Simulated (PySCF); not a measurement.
H5Sn, SMILES [SnH5-], charge -1.

The structure is a stationary point at B3LYP-D3(BJ)/def2-TZVPD. The def2 effective core potentials stand for the cores of Sn; spin–orbit coupling is left out.

Two levels are set side by side: PBE/def2-TZVPD (PySCF) and r2SCAN/def2-TZVPD (PySCF). Same geometry, gas phase. Differences are taken from unrounded values.

| quantity | r2SCAN |
|---|---|
| orbital gap (eV) | 3.22 |
| highest occupied level (eV) | 0.40 |
| lowest empty level (eV) | 3.63 |
| mean polarisability (bohr³) | 77.0 |

Task: What does PBE give, and how far is it from r2SCAN? (The exact figures need the calculation; the answer reports its results.)

Result: 
| quantity | PBE | PBE minus r2SCAN |
|---|---|---|
| orbital gap (eV) | 2.57 | -0.65 |
| highest occupied level (eV) | 0.58 | 0.18 |
| lowest empty level (eV) | 3.16 | -0.47 |
| mean polarisability (bohr³) | 80.4 | 3.4 |

Rough cost on one machine, each run with all the roots and properties that it gave: r2SCAN against PBE about 4 times.
